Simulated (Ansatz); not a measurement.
Consider the formal exchange of groups at the Sn–Si bond: `[SiH3][SnH2][SiH3]` + `ClCC(Cl)Cl` → `[SiH3][SnH2][CH2]Cl` + `[SiH3]C(Cl)Cl`.

Isolated molecules relaxed with PBE0-D4/def2-TZVP in Ansatz; ΔE leaves out vibrations. CBS: MP2 limit from def2 TZ/QZ plus the TZ coupled-cluster correction, frozen cores. DFT in def2-TZVPP. def2 core potentials past Kr. For Sn outer-core shells are correlated without core-valence functions, which leaves a few kJ/mol of doubt a bond. One conformer a species, not always the lowest.

CCSD(T)/CBS gives +36.2 kJ/mol.

(1) Another level gave +47.9 kJ/mol. Which?
A. SCS-MP2/def2-TZVPP
B. PBE0/def2-TZVPP
C. CCSD/def2-TZVPP
D. r2SCAN-D4/def2-TZVPP

Largest T1 diagnostic among the species: 0.013.

## Answers

(1) B. PBE0 47.9, CCSD/def2-TZVPP 38.1, r2SCAN-D4 43.2, SCS-MP2/def2-TZVPP 34.0 kJ/mol.
